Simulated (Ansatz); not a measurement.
System: GeTe, charge 0, singlet. GeTe (tellanylidenegermanium, SMILES [Ge]=[Te]).
B3LYP-D3(BJ)/def2-TZVP minimum from Ansatz (a quantum-chemistry and plane-wave program):
```
Ge
Te 1 2.3585
```
Charge 0, spin multiplicity 1.

Total energies in def2-QZVPP, 10 correlated electrons, 23 frozen orbitals. Open shells are spin-unrestricted; no spin-orbit coupling. Correlated methods leave the cores frozen (noble-gas shells, and filled d and f shells in the p block). Past Kr the def2 sets carry scalar-relativistic core potentials. Spin-orbit terms, left out, reach several kcal/mol for Br and I, and more for heavier atoms. The T1 diagnostic of GeTe ([Ge]=[Te], singlet) reaches 0.034 in the sets run. The restricted determinant of GeTe ([Ge]=[Te], singlet) is unstable towards broken spin symmetry in at least one set run.

| method | program | energy (Eh) | minus CCSDT(Q) (mEh) |
|---|---|---|---|
| HF | Ansatz | -2342.44700 | 269.56 |
| MP2 | Ansatz | -2342.68167 | 34.89 |
| CCSD | Ansatz | -2342.69607 | 20.49 |
| CCSD(T) | Ansatz | -2342.71405 | 2.51 |
| CCSDT(Q) | Ansatz | -2342.71656 | 0.00 |

Rough core times of Ansatz's runs on a shared machine: CCSD(T) 30 s, CCSDT(Q) 20 min.
